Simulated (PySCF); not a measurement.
AlBr3, charge -1, quartet, at a GFN2-xTB geometry of the parent state (such geometries of metal compounds can be far from the true shape) (a state made from the parent by changing its charge; the spin is typed, not shown lowest) (in this run its highest filled SCF level lies above zero, so its values depend strongly on the basis, on diffuse functions most of all); DF-M062X/aug-cc-pVDZ in PySCF.

Input for PySCF:
```python
from pyscf import gto, scf, dft

mol = gto.Mole()
mol.atom = '''
    Al   -0.321893    0.114796   -0.204067
    Br   -1.836606   -1.774117    0.108688
    Br    0.352064    2.303548   -1.049828
    Br    1.604102   -0.572070    1.016936
'''
mol.basis = 'aug-cc-pvdz'
mol.charge = -1
mol.spin = 3
mol.verbose = 4
mol.build()

mf = dft.UKS(mol)
mf.xc = 'm062x'
mf = mf.density_fit(auxbasis='def2-universal-jkfit')
mf.kernel()
```

It wrote (shortened):

```
PySCF version 2.14.0

[INPUT] verbose = 4
[INPUT] num. atoms = 4
[INPUT] num. electrons = 119
[INPUT] charge = -1
[INPUT] spin (= nelec alpha-beta = 2S) = 3
[INPUT] symmetry False subgroup None
[INPUT] Mole.unit = angstrom
[INPUT] Symbol           X                Y                Z      unit          X                Y                Z       unit  Magmom
[INPUT]  1 Al    -0.321893000000   0.114796000000  -0.204067000000 AA   -0.608289611415   0.216933000196  -0.385630741062 Bohr   0.0
[INPUT]  2 Br    -1.836606000000  -1.774117000000   0.108688000000 AA   -3.470682338733  -3.352595242935   0.205390553027 Bohr   0.0
[INPUT]  3 Br     0.352064000000   2.303548000000  -1.049828000000 AA    0.665304538319   4.353074834790  -1.983887397900 Bohr   0.0
[INPUT]  4 Br     1.604102000000  -0.572070000000   1.016936000000 AA    3.031313455867  -1.081055624080   1.921730526211 Bohr   0.0

nuclear repulsion = 779.392753875597
number of shells = 35
number of NR pGTOs = 308
number of NR cGTOs = 135
basis = aug-cc-pvdz
ecp = {}

******** <class 'pyscf.df.df_jk.DFUKS'> ********
method = DFUKS
initial guess = minao
damping factor = 0
level_shift factor = 0
DIIS = <class 'pyscf.scf.diis.CDIIS'>
diis_start_cycle = 1
diis_space = 8
diis_damp = 0
SCF conv_tol = 1e-09
SCF conv_tol_grad = None
SCF max_cycles = 50
direct_scf = False
number electrons alpha = 61  beta = 58
XC library pyscf.dft.libxc version 7.1.2
    S. Lehtola, C. Steigemann, M. J. T. Oliveira, and M. A. L. Marques,  SoftwareX 7, 1–5 (2018)
XC functionals = m062x
    Y. Zhao and D. G. Truhlar,  Theor. Chem. Acc. 120, 215 (2008)
    Y. Zhao and D. G. Truhlar,  Theor. Chem. Acc. 120, 215 (2008)
radial grids:
    Treutler-Ahlrichs [JCP 102, 346 (1995); DOI:10.1063/1.469408] (M4) radial grids

becke partition: Becke, JCP 88, 2547 (1988); DOI:10.1063/1.454033
pruning grids: <function nwchem_prune>
grids dens level: 3
symmetrized grids: False
atomic radii adjust function: <function treutler_atomic_radii_adjust>
small_rho_cutoff = 0
Set gradient conv threshold to 3.16228e-05
tot grids = 80456
******** <class 'pyscf.df.df.DF'> ********
auxbasis = def2-universal-jkfit
init E= -7962.05224904535

cycle= 1 E= -7964.97876062249  delta_E= -2.93  |g|= 0.126  |ddm|= 1.77

cycle= 2 E= -7964.99064785702  delta_E= -0.0119  |g|= 0.108  |ddm|= 0.482

cycle= 3 E= -7964.99865171362  delta_E= -0.008  |g|= 0.0369  |ddm|= 0.27

cycle= 4 E= -7964.99984920461  delta_E= -0.0012  |g|= 0.0136  |ddm|= 0.0921

cycle= 5 E= -7965.00003512742  delta_E= -0.000186  |g|= 0.00309  |ddm|= 0.0324

cycle= 6 E= -7965.00006005433  delta_E= -2.49e-05  |g|= 0.00165  |ddm|= 0.019

cycle= 7 E= -7965.00006608103  delta_E= -6.03e-06  |g|= 0.000662  |ddm|= 0.00801

cycle= 8 E= -7965.00006868514  delta_E= -2.6e-06  |g|= 0.000444  |ddm|= 0.00746

cycle= 9 E= -7965.00006955579  delta_E= -8.71e-07  |g|= 0.000371  |ddm|= 0.0035

cycle= 10 E= -7965.00007006074  delta_E= -5.05e-07  |g|= 0.000303  |ddm|= 0.00254

cycle= 11 E= -7965.00007034595  delta_E= -2.85e-07  |g|= 0.000205  |ddm|= 0.00148

cycle= 12 E= -7965.00007068671  delta_E= -3.41e-07  |g|= 0.0001  |ddm|= 0.00252

cycle= 13 E= -7965.00007078914  delta_E= -1.02e-07  |g|= 6.09e-05  |ddm|= 0.00157

cycle= 14 E= -7965.00007081046  delta_E= -2.13e-08  |g|= 2.91e-05  |ddm|= 0.000731

cycle= 15 E= -7965.00007081503  delta_E= -4.57e-09  |g|= 1.14e-05  |ddm|= 0.000654

cycle= 16 E= -7965.00007081557  delta_E= -5.42e-10  |g|= 3.89e-06  |ddm|= 0.000158

Extra cycle  E= -7965.00007081563  delta_E= -6.37e-11  |g|= 2.82e-06  |ddm|= 1.59e-05
converged SCF energy = -7965.00007081563  <S^2> = 3.7608868  2S+1 = 4.0054397
```
